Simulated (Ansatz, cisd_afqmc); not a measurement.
Species: Ga, charge 0, doublet.

Total energies in def2-TZVPPD, 3 correlated electrons, 14 frozen orbitals. Radicals and triplets start from unrestricted determinants; spin-orbit coupling is neglected. Correlated methods leave the cores frozen (noble-gas shells, and filled d and f shells in the p block). No relativity. AFQMC/CISD: phaseless, guided by CISD from CCSD amplitudes; bars are statistical, one sigma. Outlying blocks are dropped, and bars are widened where a walk drifts. Over all cases where full CI ran beside it in this data, AFQMC minus full CI had a median of +0.1 mEh and passed +0.4 mEh in a tenth of the cases.

| method | program | energy (Eh) | minus CCSDT (mEh) |
|---|---|---|---|
| HF | Ansatz | -1923.22375 | 48.13 |
| MP2 | Ansatz | -1923.25765 | 14.22 |
| CCSD | Ansatz | -1923.27071 | 1.17 |
| CCSD(T) | Ansatz | -1923.27157 | 0.30 |
| CCSDT | Ansatz | -1923.27187 | 0.00 |
| AFQMC/CISD | cisd_afqmc | -1923.2718 ± 0.0001 | 0.1 ± 0.1 |

Ansatz is a program for electronic structure.
